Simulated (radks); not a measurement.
The numbers below are computed, except where a source is named.
All-electron atom: Pb4+ in [Xe] 4f14 5d10 (the NIST ground configuration). Level of theory: scalar-relativistic Kohn-Sham, XLYP, spin-unpolarised, spherical densities, finite nucleus; Fermi nuclear charge, rms radius 5.5012 fm (a radial shooting solver on a logarithmic mesh with Libxc functionals).

Normalised radial functions P(r) = r R(r), r in bohr:

```
   r/bohr * 4f (the largest magnitude, 1.51, reaches the edge; | marks zero)
0.0008095 *
 0.001071 *
 0.001417 *
 0.001875 *
 0.002481 *
 0.003283 *
 0.004343 *
 0.005747 *
 0.007604 *
  0.01006 *
  0.01342 *
  0.01775 *
  0.02349 *
  0.03108 *
  0.04113 |*
  0.05441 | *
    0.072 |    *
  0.09526 |         *
    0.126 |                 *
   0.1668 |                             *
   0.2207 |                                          *
    0.292 |                                                     *
   0.3863 |                                                      *
   0.5111 |                                             *
   0.6763 |                               *
   0.8948 |                *
    1.184 |      *
    1.567 | *
    2.073 *
    2.743 *
    3.629 *
```

4f: eigenvalue -174.25 eV, 0 radial nodes, <r> = 0.454 bohr, 90 % of the charge inside 0.720 bohr.
